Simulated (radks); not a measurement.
Values are calculated unless marked as measured or tabulated.
K II, 18 electrons, occupied as [Ne] 3s1.75 3p6 3d0.25 (fractional occupations, a model configuration). Level of theory: non-relativistic Kohn-Sham, B86b exchange with PBE correlation, spin-polarised, spherical densities, point nucleus; open shells are filled with parallel spins first (a radial shooting solver on a logarithmic mesh with Libxc functionals). Some entries of the table are withheld. Estimate them.

orbital  occ.  eigenvalue (hartree)  r(max) (bohr)  <r> (bohr)
1s up       1             -129.1461        0.05351     0.08154
1s down     1             -129.1433        0.05351     0.08154
2s up       1             -13.17572         0.3201         (1)
2s down     1             -13.17210         0.3202         (2)
2p up       3             -10.58264         0.2634      0.3512
2p down     3             -10.57911         0.2634      0.3512
3s up       1              -1.56324          1.080       1.266
3s down  0.75              -1.54675          1.080       1.268
3p up       3              -0.96294            (3)       1.414
3p down     3              -0.94740            (4)       1.416
3d up    0.25              -0.17293          1.631       2.848

Answer. 
(1) 2s up <r> (bohr): 0.3899
(2) 2s down <r> (bohr): 0.3899
(3) 3p up r(max) (bohr): 1.151
(4) 3p down r(max) (bohr): 1.152
